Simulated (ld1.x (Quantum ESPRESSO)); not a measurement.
**How hard is this Co (Z = 27) ultrasoft potential?**

cobalt (Co), ultrasoft, made with ld1.x (Quantum ESPRESSO) 7.5 (PBEsol, fully relativistic). Core [Ne] 3s2, reference 3p6 3d7 4s0 4p0 (charge +2). Waves: 4s (bound, empty): rcut 1.75, rcutus 1.90 bohr; 4s channel at 3.45 Ry: rcut 1.75, rcutus 1.90 bohr; 3p (bound): rcut 1.10, rcutus 1.15 bohr; 4p (bound, empty): rcut 1.10, rcutus 1.15 bohr; 3d (bound): rcut 0.85, rcutus 1.00 bohr; 3d channel at -0.55 Ry: rcut 0.85, rcutus 1.00 bohr. Local part: all-electron potential smoothed inside 1.55 bohr (lloc = -2). Core correction: none. Augmentation charge: PSQ, inside the norm-conserving radii.

Open shells are filled in proportion to 2j + 1 (rel_dist='average').

The pseudo-atom Hamiltonian at the reference potential is diagonalised in spherical Bessel functions j_l(qr) that vanish at 20 bohr, with q² up to the cutoff. All-electron valence levels (Ry): 4s -1.5236, 3p1/2 -6.3050, 4p1/2 -1.0689, 3p3/2 -6.1691, 4p3/2 -1.0588, 3d3/2 -1.9957, 3d5/2 -1.9811.

**Question.** How do the lowest levels (Ry) of each channel move with the cutoff, and are there ghosts?

**Answer.**

```
cutoff (Ry)     s #1     s #2  p1/2 #1  p1/2 #2  p3/2 #1  p3/2 #2  d3/2 #1  d5/2 #1     f #1     f #2  Σ f·Δε (mRy)
          8  -1.5182  -0.5569  -3.3334  -0.7622  -3.2718  -0.7577  -0.6775  -0.6774  -0.2704  -0.1532       26699.4
         21  -1.5236  -0.5601  -5.6433  -0.9684  -5.5123  -0.9618  -0.8239  -0.8231  -0.2706  -0.1534       12095.7
         45  -1.5236  -0.5601  -6.2799  -1.0451  -6.1442  -1.0381  -1.4420  -1.4335  -0.2706  -0.1535        4000.5
         80  -1.5236  -0.5601  -6.3040  -1.0679  -6.1681  -1.0580  -1.9648  -1.9505  -0.2706  -0.1535         221.6
        140  -1.5237  -0.5601  -6.3050  -1.0688  -6.1690  -1.0588  -1.9948  -1.9802  -0.2706  -0.1535           7.1
        260  -1.5237  -0.5601  -6.3050  -1.0689  -6.1691  -1.0588  -1.9957  -1.9811  -0.2706  -0.1535           0.4
        400  -1.5237  -0.5601  -6.3051  -1.0689  -6.1691  -1.0588  -1.9957  -1.9811  -0.2706  -0.1535           0.0
```

Result: no extra level below or beside the all-electron valence levels (s, p1/2, p3/2, d3/2, d5/2, f tested); 10 mRy is reached at 120 Ry and 1 mRy at 200 Ry.

Test run stopped at test 3 of 7 (negative rho).
